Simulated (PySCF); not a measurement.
Spin states and ions at one geometry of Au(SH)(H2O)

PySCF 2.14.0, RKS TPSS, Au def2-SVP with ECP60, S def2-SVP, H def2-SVP, O def2-SVP; non-relativistic Hamiltonian with scalar-relativistic core potentials where named; density fitting; no spin-orbit coupling; singlets restricted, open shells unrestricted. The geometry is relaxed for charge 0, singlet, vacuum:

```xyz
6

Au    0.0000    0.1408   -0.1009
S     0.0000   -0.0816    2.1540
H     0.0000    1.2514    2.4275
O     0.0000    0.2969   -2.3135
H     0.7769   -0.1696   -2.6780
H    -0.7769   -0.1696   -2.6780
```

Energies count from the relaxed state; an electron taken off or put on is at rest in vacuum. Charges and spins are Mulliken's.

Q: Order these states by energy, lowest first.
A. charge 0, singlet, vacuum
B. charge 0, triplet, vacuum
C. charge +1, doublet, vacuum
D. charge -1, doublet, vacuum

A: A (0.00 eV), D (0.67 eV), B (3.30 eV), C (8.04 eV).

Q: How do charge and spin on the first atom follow?

A: 
```json
{"state": "charge 0, singlet, vacuum", "spin squared": "0.00", "charge on Au1 (e)": "-0.10", "spin on Au1 (e)": "0.00", "dipole about the centre of mass (D)": "6.11"}
{"state": "charge 0, triplet, vacuum", "spin squared": "2.00", "charge on Au1 (e)": "-0.24", "spin on Au1 (e)": "0.91", "dipole about the centre of mass (D)": "0.79"}
{"state": "charge +1, doublet, vacuum", "spin squared": "0.75", "charge on Au1 (e)": "0.29", "spin on Au1 (e)": "0.17", "dipole about the centre of mass (D)": "1.47"}
{"state": "charge -1, doublet, vacuum", "spin squared": "0.75", "charge on Au1 (e)": "-0.56", "spin on Au1 (e)": "0.49", "dipole about the centre of mass (D)": "1.70"}
```

With an electron taken off (doublet) the charges change, summed by element, by Au +0.39 e, S +0.44 e, H +0.16 e, O +0.01 e. The vertical ionisation energy is 8.04 eV, against −ε(HOMO) = 4.77 eV of the relaxed state. The level lies 3.3 eV too high, as is usual for semilocal functionals and global hybrids, which keep a self-interaction error.

With an electron put on (doublet) the charges change, summed by element, by Au -0.46 e, S -0.16 e, H -0.50 e, O +0.12 e. The vertical electron affinity is -0.67 eV, against −ε(LUMO) = 1.83 eV of the relaxed state. The basis has no diffuse functions, which an added electron needs. The added electron's level lies above zero.

Open shells may have lower solutions than those found.

No frequency check is given that shows the relaxed geometry to be a minimum.
